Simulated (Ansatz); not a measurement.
Basis-set extrapolation for C$_{2}$H$_{4}$Cl$_{2}$Si (`Cl[C@@H]1[SiH2][C@H]1Cl`) (PBE0-D4/def2-TZVP geometry, frozen core, Ansatz). Multiplicity 1, RHF reference.

```tsv
	def2-TZVPP	def2-QZVPP
HF	-1285.999345	-1286.037384
MP2 correlation	-0.831566	-0.900941
CCSD(T) correlation	-0.927952	not run
```

Energies in hartree. Use E(X) = E(∞) + A·exp(−7.88·√X) for Hartree–Fock and E(X) = E(∞) + B·X^(−2.97) for correlation, with X = 3 and 4, and add CCSD(T) minus MP2 of the smaller set to the MP2 limit.

What is the CCSD(T) energy at the basis-set limit?

HF limit: -1286.037384 + (-0.038039) × 0.13774 = -1286.04262. MP2 limit: -0.900941 + (-0.069375) × 0.74074 = -0.95233. Higher-order term: -0.927952 − (-0.831566) = -0.09639. Total: -1287.09134 hartree, 4.46 eV below CCSD(T)/def2-TZVPP.
